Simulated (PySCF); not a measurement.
How methods differ on the excitation energy of La+

La+ [Xe] 5d2 (3F) → La+ [Xe] 5d1 6p1 (high-spin determinant), as a difference of total energies. Calculation: PySCF 2.14, in cc-pVDZ-X2C; scalar relativity by spin-free X2C-1e. Correlated levels: valence: [Kr] 4d10 frozen. The calculations carry no spin-orbit coupling.

```
           method  excitation energy (eV)
              UHF                   2.869
    MP2 (valence)                   2.985
SCS-MP2 (valence)                   2.984
   CCSD (valence)                   2.998
CCSD(T) (valence)                   2.972
```

Task: How much does correlation contribute at CCSD(T) (valence)?

Result: 2.972 − (2.869) = 0.103 eV, measured against UHF.

A first-order spin-orbit estimate (lowest level to lowest level, LS coupling) adds -0.043 eV.

The basis was made for the ground configuration and has no added diffuse functions, so the excitation energy can come out too high.

The determinant of the upper state mixes LS terms, which raises its energy above the lowest term, most at the Hartree-Fock and MP2 levels.
